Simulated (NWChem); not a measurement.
System meant: AgPH$_{4}$; SMILES [PH3]->[AgH]

The following NWChem deck was run.

```
start job
memory heap 200 mb stack 900 mb global 1100 mb
geometry units angstroms noautoz
  Ag    -0.001281    -0.649468     0.000007
  H     -0.002945    -2.292714    -0.000010
  P      0.000014     1.785307     0.000009
  H      1.217546     2.487631    -0.193888
  H     -0.440851     2.487601     1.151380
  H     -0.776710     2.487570    -0.957472
end
basis spherical
  * library def2-svp
end
ecp
  Ag library def2-ecp
end
dft
  xc b3lyp
  iterations 4
  mulliken
end
task dft energy
```

End of the output:

```
    Atom       Charge   Shell Charges
 -----------   ------   -------------------------------------------------------
    1 Ag  19    19.30   0.00  0.96  1.00  0.61  0.40  5.62  0.61  0.22  8.45  1.42  0.00
    2 H    1     1.15   0.59  0.54  0.03
    3 P   15    14.46   2.00  1.94  0.83  0.44  5.81  1.53  1.76  0.15
    4 H    1     1.03   0.64  0.35  0.05
    5 H    1     1.03   0.64  0.35  0.05
    6 H    1     1.03   0.64  0.35  0.05

 center of mass
 --------------
 x =  -0.00000000 y =  -0.00000000 z =   0.15961701

 moments of inertia (a.u.)
 ------------------
         605.513434900613           0.000000000000          -0.000000000000
           0.000000000000         605.513434900613          -0.000000000000
          -0.000000000000          -0.000000000000          16.411715931315

     Multipole analysis of the density
     ---------------------------------

     L   x y z        total         alpha         beta         nuclear
     -   - - -        -----         -----         ----         -------
     0   0 0 0     -0.000000    -19.000000    -19.000000     38.000000

     1   1 0 0     -0.000000     -0.000000     -0.000000     -0.000000
     1   0 1 0     -0.000000     -0.000000     -0.000000     -0.000000
     1   0 0 1     -2.389402     16.558824     16.558824    -35.507050

     2   2 0 0    -26.412295    -17.277221    -17.277221      8.142146
     2   1 1 0     -0.000000     -0.000000     -0.000000     -0.000000
     2   1 0 1     -0.000000     -0.000000     -0.000000      0.000000
     2   0 2 0    -26.412295    -17.277221    -17.277221      8.142146
     2   0 1 1     -0.000000     -0.000000     -0.000000      0.000000
     2   0 0 2    -27.678563   -154.568341   -154.568341    281.458118

 ------------------------------------------------------------------------
 dft energy failed                                                                                  0
 ------------------------------------------------------------------------
 ------------------------------------------------------------------------
  current input line :
    22: task dft energy
 ------------------------------------------------------------------------
 ------------------------------------------------------------------------
 This type of error is most commonly associated with calculations not reaching convergence criteria
 ------------------------------------------------------------------------
 For more information see the NWChem manual at https://nwchemgit.github.io

0:dft energy failed:Received an Error in Communication
```

What is wrong, and how is it mended?

The run did not converge; its last values are not results. Cause: the SCF was allowed too few iterations. This input runs:
```
start job
memory heap 200 mb stack 900 mb global 1100 mb
geometry units angstroms noautoz
  Ag    -0.001281    -0.649468     0.000007
  H     -0.002945    -2.292714    -0.000010
  P      0.000014     1.785307     0.000009
  H      1.217546     2.487631    -0.193888
  H     -0.440851     2.487601     1.151380
  H     -0.776710     2.487570    -0.957472
end
basis spherical
  Ag library def2-svp
  H library def2-svp
  P library def2-svp
end
ecp
  Ag library def2-ecp
end
dft
  xc b3lyp
  iterations 150
  mulliken
end
task dft energy
```
It converges to -490.66364 Ha (B3LYP/def2-SVP with def2 effective core potentials on Ag).
